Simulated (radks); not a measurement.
Results of a calculation; reference values are marked as such.
Initial-state core-level shifts of neutral mercury when its valence configuration changes from [Hg]. Level of theory: scalar-relativistic Kohn-Sham, PBE, spin-unpolarised, spherical densities, finite nucleus; Fermi nuclear charge, rms radius 5.4648 fm (a radial shooting solver on a logarithmic mesh with Libxc functionals). Shifts are changes of the shell-averaged eigenvalues in eV (positive: less bound); the change of the density at the nucleus, which sets a Mossbauer isomer shift, is in e/bohr^3, on a base of 2.5e+06.

\begin{tabular}{lrrrrr}
valence & 3s & 4s & 4d & 5s & density at nucleus \\ \hline
[Xe] 4f14 5d10 6s1 6p1 & -2.227 & -2.237 & -2.234 & -2.259 & -145.5 \\
[Xe] 4f13.5 5d10 6s2 6p0.5 & -10.910 & -9.652 & -9.067 & -4.891 & +116.2 \\
[Xe] 4f14 5d9.5 6s2 6p0.5 & -2.898 & -2.885 & -2.886 & -2.806 & +33.6 \\
[Xe] 4f13.5 5d9 6s2 6p1.5 & -16.623 & -15.321 & -14.734 & -10.322 & +183.5 \\
[Xe] 4f13 5d10 6s2 6p1 & -22.009 & -19.401 & -18.217 & -9.755 & +234.8 \\
[Xe] 4f13 5d10 6s1 6p2 & -23.906 & -21.306 & -20.119 & -11.669 & +56.0 \\
[Xe] 4f12.5 5d9 6s2 6p2.5 & -39.220 & -35.095 & -33.289 & -20.088 & +426.8 \\
[Xe] 4f12 5d10 6s2 6p2 & -44.906 & -39.320 & -36.894 & -19.544 & +480.5 \\
[Xe] 4f14 5d10 6p2 & -4.093 & -4.111 & -4.106 & -4.151 & -315.0 \\
\end{tabular}
